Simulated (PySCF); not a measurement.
C$_{2}$H$_{6}$AuClS, triplet, at the geometry of the source list (the multiplicity is a formal guess) (core potentials on Au); DF-R2SCAN/def2-SVP in PySCF.

PySCF was given this input:
```python
from pyscf import gto, scf, dft

mol = gto.M(
    atom='''
Au    1.618600   -1.580700    0.010300
Cl    3.699800   -2.331900    0.394000
C    -0.216700    0.795000   -1.330700
S    -0.541200   -0.714300   -0.362900
C    -0.958000    0.052600    1.236600
H     0.543800    1.394400   -0.841200
H    -1.146000    1.348900   -1.427200
H     0.130200    0.477600   -2.308400
H    -0.149800    0.699800    1.560600
H    -1.099200   -0.753500    1.948800
H    -1.881600    0.612200    1.120100
''',
    basis='def2-svp',
    ecp={'Au': 'def2-svp'},
    charge=0,
    spin=2,
    verbose=5,
)

mf = dft.UKS(mol)
mf.xc = 'r2scan'
mf = mf.density_fit(auxbasis='def2-universal-jkfit')
mf.kernel()
```

Problem. Write the output that PySCF gives for this input, abridged.

Solution. 
```
PySCF version 2.14.0

[INPUT] verbose = 5
[INPUT] max_memory = 4000
[INPUT] num. atoms = 11
[INPUT] num. electrons = 70
[INPUT] charge = 0
[INPUT] spin (= nelec alpha-beta = 2S) = 2
[INPUT] symmetry False subgroup None
[INPUT] Mole.unit = angstrom
[INPUT] Symbol           X                Y                Z      unit          X                Y                Z       unit  Magmom
[...]
[INPUT] ---------------- BASIS SET ----------------
[INPUT] l, kappa, [nprim/nctr], expnt,             c_1 c_2 ...
[INPUT] C
[...]
                                186.29004992      0.040638409211
                                42.251176346      0.18025593888
                                11.676557932      0.46315121755
                                3.5930506482      0.44087173314
[...]
                                2.0103545142      0.21117025112
                                0.54771004707     0.51328172114
[...]
[INPUT] Cl
[...]
                                1571.7365221      0.014754727977
                                357.12065523      0.066679112875
                                100.25185935      0.17228924084
                                30.812727554      0.158837861
[...]
                                5.7045760975      0.60841752753
                                2.3508376809      0.54352153355
[...]
                                72.102015515      -0.063563355471
                                22.532680262      -0.24016428276
                                7.8991765444      -0.47798866557
                                2.8767268321      -0.38515850005
[...]
[INPUT] Au
[...]
                                12.193477         0.79105526778
[...]
                                7.335326          -0.72681584494
                                1.6575296365      0.57315511417
                                0.78159310216     0.49579068859
[...]
                                3.568257          0.40197233762
                                1.234575713       0.46001988624
                                0.48190232338     0.461521309579
[...]
[INPUT] S
[...]
                                1381.5105503      -0.016683029937
                                313.8714758       -0.075262436116
                                88.053870623      -0.19376827038
                                27.039914905      -0.17718020803
[...]
                                4.9664522326      0.65066293018
                                2.0116242047      0.59712155354
[...]
                                61.306894736      -0.066547669241
                                19.103729887      -0.24828595903
                                6.6567720378      -0.48703847402
                                2.3959635161      -0.39337850312
[...]
[INPUT] H
[...]
                                1.9622572         0.13796524
                                0.44453796        0.47831935
[...]
nuclear repulsion = 369.763880926599
number of shells = 58
number of NR pGTOs = 219
number of NR cGTOs = 126
basis = def2-svp
ecp = {'Au': 'def2-svp'}

******** <class 'pyscf.df.df_jk.DFUKS'> ********
method = DFUKS
initial guess = minao
damping factor = 0
level_shift factor = 0
DIIS = <class 'pyscf.scf.diis.CDIIS'>
diis_start_cycle = 1
diis_space = 8
diis_damp = 0
SCF conv_tol = 1e-09
SCF conv_tol_grad = None
SCF max_cycles = 50
direct_scf = False
number electrons alpha = 36  beta = 34
XC library pyscf.dft.libxc version 7.1.2
    S. Lehtola, C. Steigemann, M. J. T. Oliveira, and M. A. L. Marques,  SoftwareX 7, 1–5 (2018)
XC functionals = r2scan
    J. W. Furness, A. D. Kaplan, J. Ning, J. P. Perdew, and J. Sun,  J. Phys. Chem. Lett. 11, 8208–8215 (2020)
    J. W. Furness, A. D. Kaplan, J. Ning, J. P. Perdew, and J. Sun,  J. Phys. Chem. Lett. 11, 9248–9248 (2020)
    J. W. Furness, A. D. Kaplan, J. Ning, J. P. Perdew, and J. Sun,  J. Phys. Chem. Lett. 11, 8208–8215 (2020)
[...]
 -2.74631320e-01 -2.60535718e-01 -2.56594223e-01 -6.21574901e-02
 -3.30985539e-02 -1.50622709e-02  2.47673789e-02  2.94384185e-02
  5.78043828e-02  9.29960593e-02  1.04607675e-01  1.15708938e-01
  1.17706655e-01  1.28524398e-01  1.37670690e-01  1.76275441e-01
  3.09575610e-01  3.36685056e-01  3.58496428e-01  3.80107098e-01
  3.82434260e-01  4.32710603e-01  4.39641223e-01  4.75176804e-01
  5.27072060e-01  5.37656956e-01  5.60371492e-01  5.69242550e-01
  6.02979144e-01  6.17585745e-01  6.21226606e-01  6.37085742e-01
  6.42819078e-01  6.48441086e-01  6.55682049e-01  6.75579700e-01
  6.79176078e-01  6.92773740e-01  7.14134245e-01  7.21193145e-01
  7.49455390e-01  7.56110221e-01  7.58695041e-01  7.84663317e-01
  7.91246981e-01  8.20503412e-01  8.59338088e-01  8.65569690e-01
  9.34380364e-01  9.71993197e-01  1.00726178e+00  1.03362047e+00
  1.07394088e+00  1.07613976e+00  1.10313694e+00  1.17609498e+00
  1.26866802e+00  1.28233670e+00  1.31067019e+00  1.44013838e+00
  1.49588832e+00  1.49629662e+00  1.51201901e+00  1.51593116e+00
  1.53689754e+00  1.53729840e+00  1.56601399e+00  1.57311110e+00
  1.73496372e+00  1.73948027e+00  1.74710634e+00  1.77064609e+00
  1.79539585e+00  1.82667864e+00  1.89748175e+00  1.96035362e+00
  1.96326428e+00  1.97506417e+00  1.99733302e+00  2.19376872e+00
  2.21376399e+00  2.29024822e+00  2.43584054e+00  2.44667451e+00
  2.44753000e+00  2.44928021e+00  2.73175379e+00  2.77063547e+00
  2.92371933e+00  2.93325415e+00  2.95005277e+00  2.97178429e+00
  4.31899633e+01  2.02695771e+02]
  beta  mo_energy =
[-1.01152632e+02 -8.85760311e+01 -1.01006805e+01 -1.01006412e+01
 -9.35341829e+00 -7.90787447e+00 -7.09826249e+00 -7.09601329e+00
 -7.09380749e+00 -5.85797270e+00 -5.85433161e+00 -5.84893973e+00
 -4.11638346e+00 -2.30817342e+00 -2.29691040e+00 -2.28959197e+00
 -8.03038992e-01 -7.33067569e-01 -6.98448253e-01 -6.03562674e-01
 -4.52303008e-01 -4.44320756e-01 -4.30904111e-01 -4.09323296e-01
 -3.88542672e-01 -3.74173619e-01 -3.35657658e-01 -3.18495908e-01
 -3.09540449e-01 -2.79459164e-01 -2.78598820e-01 -2.68649442e-01
 -2.47398251e-01 -2.40283294e-01 -2.24196539e-01 -2.53791118e-02
 -2.36280592e-02  1.62667278e-03  3.83180525e-02  4.02394653e-02
  6.53599942e-02  9.87868195e-02  1.16297204e-01  1.25944911e-01
  1.26668570e-01  1.31715278e-01  1.47569683e-01  1.88001986e-01
  3.15735553e-01  3.44540792e-01  3.69046138e-01  3.84210343e-01
  3.95727943e-01  4.47186475e-01  4.54085969e-01  4.86941718e-01
  5.32658205e-01  5.56281973e-01  5.73798134e-01  5.89391510e-01
  6.08604365e-01  6.34025459e-01  6.34813734e-01  6.49295596e-01
  6.55419335e-01  6.62159127e-01  6.64525391e-01  6.87825729e-01
  6.91230452e-01  7.04154600e-01  7.32227737e-01  7.34078860e-01
  7.73480285e-01  7.93731961e-01  7.98029857e-01  8.02817802e-01
  8.09748079e-01  8.33719152e-01  8.76182486e-01  9.06906293e-01
  9.40824377e-01  9.90949725e-01  1.04380234e+00  1.04720496e+00
  1.08432833e+00  1.08834845e+00  1.12352698e+00  1.17851543e+00
  1.27375779e+00  1.29091303e+00  1.32507330e+00  1.45728539e+00
  1.49714413e+00  1.49718877e+00  1.53996980e+00  1.54189829e+00
  1.54383761e+00  1.54409566e+00  1.59601986e+00  1.60881295e+00
  1.73768949e+00  1.75056471e+00  1.75118514e+00  1.78849107e+00
  1.79730486e+00  1.84605978e+00  1.90051493e+00  1.96159257e+00
  1.96501986e+00  1.97712062e+00  1.99925031e+00  2.19783600e+00
  2.21656734e+00  2.30799447e+00  2.43677064e+00  2.44809984e+00
  2.44926027e+00  2.45059658e+00  2.73192135e+00  2.77113779e+00
  2.92444727e+00  2.93370554e+00  2.95046463e+00  2.97198679e+00
  4.32138523e+01  2.02699453e+02]
multiplicity <S^2> = 2.0040071  2S+1 = 3.0026702
nelec by numeric integration = [36.00000329 34.00000604]
E1 = -2265.6930825988693  E2 = 822.4614154459935  Ecoul = 902.2269622218364  Exc = -79.76554677584289
Extra cycle  E= -1073.46778622628  delta_E= 1.41e-10  |g|= 2.05e-05  |ddm|= 0.000123
converged SCF energy = -1073.46778622628  <S^2> = 2.0040071  2S+1 = 3.0026702
```
